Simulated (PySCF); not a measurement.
Gas-phase reaction: 2 (H₂SiO)₃ + 3 O₂ ⇌ 3 Si(OH)₄ + 3 Si

Method: PySCF energies plus ideal-gas RRHO corrections (1 bar). † marks an energy on the PBE0/def2-TZVP geometry and frequencies; other levels use their own. CCSD(T) freezes the core. Open shells (unrestricted): O₂ (multiplicity 3), Si (multiplicity 3); the rest are closed-shell singlets. Spin-orbit splitting is ignored; it lowers the true energy and changes the entropy of Si. (H₂SiO)₃: computed as isolated molecules; such fragments, hydroxides, amides, oligomers or adducts are transient or little studied in the gas. CCSD(T) isn't extrapolated to the basis-set limit.

```csv
level,"ΔH°(298 K), kJ"
CCSD(T)/def2-SVP†,___
HF/def2-TZVP†,___
M06-2X/def2-TZVP†,-200
PBE/def2-SVP,-8
PBE0/def2-TZVP,-145
ωB97M-V/def2-TZVP†,___
```

### Question
Some entries are withheld; supply them.

### Answer

- CCSD(T)/def2-SVP†, ΔH°(298 K), kJ: -156
- HF/def2-TZVP†, ΔH°(298 K), kJ: -216
- ωB97M-V/def2-TZVP†, ΔH°(298 K), kJ: -159
